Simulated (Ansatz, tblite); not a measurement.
Isomers of Li$_{3}$Cl$_{3}$ (singlet), found by a short tight-binding search and relaxed with PBE-D4/def2-SVP in Ansatz.

The xTB rows come from tblite. LC-ωPBE has ω = 0.4 bohr⁻¹. B3LYP takes the VWN-RPA correlation. Correlated methods freeze 15 core orbitals; core or outer-core shells of Li are correlated, in sets that lack core-valence functions.

Other spin states weren't relaxed.

A:

```xyz
6

Li   -0.468   -1.167    1.430
Li   -1.187    0.227   -1.473
Li    1.654    0.940    0.042
Cl    1.478   -0.277    1.841
Cl   -2.072   -1.160   -0.044
Cl    0.595    1.438   -1.796
```

B:

```xyz
6

Li   -1.044    1.856    0.371
Li   -0.720   -1.011   -0.520
Li    1.310   -0.037    0.310
Cl    1.187   -2.112   -0.422
Cl    0.023    1.178   -1.411
Cl   -0.755    0.125    1.672
```

Question: Estimate their order by electronic energy at CCSD(T)/def2-TZVPP, counted from the lowest.

Answer: A (0.0) < B (49.6), in kJ/mol.

Question: Do the other levels pick the same lowest one?

Answer: All that were run do. Energies above each level's lowest (kJ/mol):

```csv
level,A,B
GFN1-xTB,0.0,33.0
GFN2-xTB,0.0,63.6
HF/def2-TZVPP,0.0,61.9
PBE-D4/def2-TZVP,0.0,47.5
r2SCAN-D4/def2-TZVP,0.0,40.9
B3LYP-D4/def2-TZVP,0.0,56.5
PBE0-D4/def2-TZVP,0.0,47.6
LC-ωPBE/def2-TZVP,0.0,45.8
MP2/def2-TZVPP,0.0,47.1
CCSD/def2-TZVPP,0.0,51.6
CCSD(T)/def2-TZVPP,0.0,49.6
```
Point groups (tolerance 0.1 Å): A D3h, B C2v. Lower isomers may exist.
